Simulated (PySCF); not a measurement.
An unknown is described by computed data only.

Formula: C12H10O.

- Polarisability: 144.3 au [B3LYP/def2-SVPD]
- Rotational structure: rotational constants A, B, C: 2.404, 0.436, 0.407 GHz [PBE0-D3(BJ)/def2-SVP]
- UV, strongest line: among the 10 lowest singlet transitions: S2 at 5.04 eV (246 nm, f = 0.239) [TDDFT B3LYP/def2-SVPD]
- Couplings: largest of the computed one-bond spin–spin couplings (means over like bonds): 13C–1H +169.0 (×4), 13C–1H +168.8 (×2), 13C–1H +166.8 (×4) Hz [B3LYP/pcJ-1, spin–dipole term left out]
- 13C NMR: chemical shifts (computed TMS as zero) by class: 161.4 (2 C), 132.7 (4 C), 125.4 (2 C), 121.2 (4 C) ppm [GIAO PBE/pcSseg-1]
- Dipole: 0.89 D [B3LYP/def2-SVPD]
- NMR, other nuclei: isotropic shieldings of nuclei other than C and H, by class: 137 (1 O) ppm [GIAO PBE/pcSseg-1]
- UV, first state: lowest singlet excitation: 4.70 eV (264 nm, f = 0.015) [TDDFT B3LYP/def2-SVPD]
- 1H NMR: chemical shifts (computed TMS as zero) by class: 7.30 (4 H), 7.03 (2 H), 6.99 (4 H) ppm [GIAO PBE/pcSseg-1]

Electronic properties: PySCF, gas phase, density fitting. Levels stand in brackets. NMR shifts are as computed; neighbouring signals can stand in another order in a measured spectrum. The structure is a single PBE0-D3(BJ)/def2-SVP conformer in the gas phase; no vibrational or solvent corrections. NMR values are class means; diastereotopic atoms form classes of their own.

**Question.** Give a SMILES that accounts for the data.

**Answer.** Numbering: `[cH:1]1[cH:2][cH:3][c:4]([O:5][c:6]2[cH:7][cH:8][cH:9][cH:10][cH:11]2)[cH:12][cH:13]1`. Its formula, C12H10O, gives 8 degrees of unsaturation: 2 rings and 6 π bonds in the structure found (Kekulé form). 12 carbons fall into 4 classes; from least to most shielded: aromatic carbon bearing oxygen [C4/C6] (161.4 ppm, 2 C), aromatic CH carbon [C2/C8/C10/C13] (132.7 ppm, 4 C), aromatic CH carbon [C1/C9] (125.4 ppm, 2 C), aromatic CH carbon [C3/C7/C11/C12] (121.2 ppm, 4 C, up to 4.6 ppm apart in this geometry). Hydrogen classes from least to most shielded: 4 H on the meta carbons, C2/C8/C10/C13 (7.30 ppm), 2 H on the para carbon, C1/C9 (7.03 ppm), 4 H on the ortho carbons, C3/C7/C11/C12 (6.99 ppm). The other shieldings belong to: 137 ppm, aryl ether oxygen [O5]. The couplings run between: +169.0 Hz, aromatic CH carbon [C3] and its hydrogen (with 3 like pairs); +168.8 Hz, aromatic CH carbon [C1] and its hydrogen (with 1 like pair); +166.8 Hz, aromatic CH carbon [C2] and its hydrogen (with 3 like pairs). By its constants the optimised geometry is an asymmetric top. Structure: `C1=CC=C(OC2=CC=CC=C2)C=C1`. The assignments are read from this structure; whether some other isomer fits the data as well wasn't checked.

The values belong to the conformer `[cH:1]1[cH:2][cH:3][c:4]([O:5][c:6]2[cH:7][cH:8][cH:9][cH:10][cH:11]2)[cH:12][cH:13]1`: C3–C4–O5–C6 41°, C4–O5–C6–C7 -146°.
